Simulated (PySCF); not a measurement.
Frontier orbitals and the lowest excitations

Compound: C6H9ClSi.
Structure used (GFN2-xTB), in Å, numbered top down from 1:
```xyz
17
C6H9ClSi angstrom
C     -2.6028   -1.1458   -1.2369
C     -1.4568   -0.5485   -0.9661
C     -0.7728   -0.6090    0.3550
C      0.7621   -0.8745    0.3233
C      0.9493    0.5133    0.9139
Si     2.4708    1.4821    1.4069
C     -0.3718    0.7245    0.9364
Cl    -1.3535    2.0302    1.4196
H     -3.0722   -1.0681   -2.2027
H     -3.1214   -1.7383   -0.5006
H     -0.9537    0.0497   -1.7145
H     -1.3216   -1.2525    1.0454
H      1.1737   -1.0021   -0.6758
H      1.0909   -1.6916    0.9618
H      2.0890    2.8604    1.7014
H      3.4154    1.4360    0.2879
H      3.0684    0.8462    2.5845
```

Level of theory: TDDFT PBE0/def2-SVPD, vertical, gas phase, core orbitals frozen in the response (PySCF).

Frontier orbitals with the atoms that hold most of them (Löwdin shares over 4%, at most four atoms; ? is withheld):

```json
{"orbital": "LUMO+2", "ε (eV)": "0.52", "atoms": "Si6 36%, Cl8 8%, H16 8%, H17 8%"}
{"orbital": "LUMO+1", "ε (eV)": "0.10", "atoms": "C1 28%, C2 25%, C7 7%, Si6 5%"}
{"orbital": "LUMO", "ε (eV)": "-0.60", "atoms": "?"}
{"orbital": "HOMO", "ε (eV)": "?", "atoms": "C5 27%, C7 24%, Cl8 21%, C4 7%"}
{"orbital": "HOMO-1", "ε (eV)": "-7.71", "atoms": "?"}
{"orbital": "HOMO-2", "ε (eV)": "-8.61", "atoms": "Cl8 23%, C5 18%, C3 13%, Si6 12%"}
{"orbital": "HOMO-3", "ε (eV)": "-9.27", "atoms": "Cl8 52%, C5 12%, C4 11%, C3 6%"}
```

Q: Which atoms hold the LUMO, and with what shares?

A: C7 (bonded to 2 C and Cl) 26%; C5 (bonded to 2 C and Si) 25%; Si6 (bonded to C and 3 H) 11%; Cl8 (bonded to C) 9%. By element: carbon 51% or more, silicon 11%, chlorine 9%.

Q: Which atoms hold the HOMO-1, and with what shares?

A: C1 (bonded to C and 2 H) 33%; C2 (bonded to 2 C and H) 30%; C3 (bonded to 3 C and H) 8%; Cl8 (bonded to C) 7%. By element: carbon 71% or more, chlorine 7%.

Q: What is the HOMO energy, and the HOMO–LUMO gap?

A: ε(HOMO) = -7.20 eV; the gap is 6.60 eV (0.2424 hartree).

Q: How does S1 compare with the orbital gap of 6.60 eV?

A: S1 is at 5.86 eV (f = 0.227), 0.74 eV below the gap, made of HOMO→LUMO (74%), HOMO-1→LUMO (17%). 

Q: One configuration dominates each of S1, S3 and S4. Which, and how do the shares of the two leading atoms of either orbital change from the occupied to the empty one?

A: 
- S1 (5.86 eV, f 0.227), HOMO→LUMO (74%): C5 27% → 25%, C7 24% → 26%
- S3 (6.31 eV, f 0.075), HOMO→LUMO+1 (79%): C5 27% → at most 6%, C7 24% → 7%, C1 at most 7% → 28%, C2 at most 7% → 25%
- S4 (6.46 eV, f 0.0021), HOMO-2→LUMO (88%): Cl8 23% → 9%, C5 18% → 25%, C7 at most 13% → 26%

Hardware: one thread of an Arm Neoverse N1, on a shared host. Cost: 1.7 min, 0.98 GiB resident at most.

One conformer stands for the species.
